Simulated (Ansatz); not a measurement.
Conformers of C₂H₃FI₂ (`FC(I)CI`), each relaxed with PBE0-D4/def2-TZVP in Ansatz. CBS adds the triple-zeta coupled-cluster correction to the MP2 limit.

Elements past krypton have def2 core potentials. Outer-core shells of I are correlated without core-valence functions. Spin–orbit coupling is left out.

Not all of them had a frequency check.

Conformer A:

Cartesian coordinates in Å:
```
F 0.390 -0.664 1.576
C 0.584 -0.359 0.274
I 0.844 -2.206 -0.840
C -0.585 0.371 -0.303
I -0.807 2.296 0.626
H 1.530 0.168 0.163
H -0.442 0.561 -1.363
H -1.514 -0.167 -0.134
```

Conformer B:

Cartesian coordinates in Å:
```
F -0.129 1.417 1.186
C -0.500 0.321 0.464
I -2.070 0.892 -0.893
C 0.716 -0.209 -0.245
I 0.379 -2.133 -1.083
H -0.953 -0.406 1.138
H 1.519 -0.330 0.483
H 1.038 0.448 -1.050
```

Task: Which is lowest in electronic energy at CCSD(T)/CBS (frozen core, def2 sets), and by how much? (An estimate is asked.)

Result: Computed: A; B lies 4.4 kJ/mol higher.

Task: Give the energies relative to A (kJ/mol) with B3LYP-D4/def2-TZVPP, PBE0/def2-TZVPP, B3LYP/def2-TZVPP, MP2/def2-TZVPP, SCS-MP2/def2-TZVPP, HF/def2-QZVPP, MP2/def2-QZVPP. (An estimate is asked.)

Result: Computed: 
| level | B |
| --- | --- |
| B3LYP-D4/def2-TZVPP | 8.4 |
| PBE0/def2-TZVPP | 8.7 |
| B3LYP/def2-TZVPP | 10.9 |
| MP2/def2-TZVPP | 4.2 |
| SCS-MP2/def2-TZVPP | 4.5 |
| HF/def2-QZVPP | 10.0 |
| MP2/def2-QZVPP | 3.5 |

B3LYP here is the variant with VWN-RPA as its local correlation; programs differ in this.
